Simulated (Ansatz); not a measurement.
Born–Oppenheimer molecular dynamics of AsH$_{4}$NS (7 atoms, charge 0, multiplicity 1). It starts from a relaxed structure.

Level of theory: Ansatz 0.2.0, RKS LDA/def2-SVP.

```
ensemble        : NVT, Nosé–Hoover chain
time step       : 2 fs
steps asked     : 40
set temperature : 100 K
thermostat      : time constant 100 fs, chain length 5
seed            : 229936
```

First frame:

```xyz
7
Properties=species:S:1:pos:R:3
N -1.257 0.368 -0.422
As -0.090 0.148 0.969
S 1.886 -0.559 0.080
H -1.735 -0.506 -0.673
H -0.890 0.818 -1.271
H 0.420 1.594 0.894
H 1.666 -1.861 0.423
```

**Question.** How far do the bonds stretch over the last three quarters of this one trajectory? (Pairs bonded in most of those frames.)

**Answer.** 
```json
{"bond": "N1–As2", "mean (Å)": "1.829", "spread (Å)": "0.020", "shortest": "1.80", "longest": "1.86"}
{"bond": "N1–H4", "mean (Å)": "1.028", "spread (Å)": "0.010", "shortest": "1.01", "longest": "1.04"}
{"bond": "N1–H5", "mean (Å)": "1.029", "spread (Å)": "0.012", "shortest": "1.01", "longest": "1.05"}
{"bond": "As2–S3", "mean (Å)": "2.279", "spread (Å)": "0.007", "shortest": "2.27", "longest": "2.29"}
{"bond": "As2–H6", "mean (Å)": "1.542", "spread (Å)": "0.038", "shortest": "1.48", "longest": "1.59"}
{"bond": "S3–H7", "mean (Å)": "1.365", "spread (Å)": "0.001", "shortest": "1.36", "longest": "1.37"}
```

Mean temperature of the second half: 51 K. The conserved energy stayed within 1.1 meV per atom of its start (net change 0.91 meV per atom), so the integration is sound. The mean temperature of the second half is 49 % below the set value. A step of 2 fs is long for free X–H stretches (periods near 10 fs) and can bias their spread and the temperature. A run of 0.08 ps of so small a system gives no equilibrium averages.

Run time: 29 s on 1 thread of Intel(R) Xeon(R) 6975P-C (Granite Rapids) (shared host), peak memory 0.12 GiB.
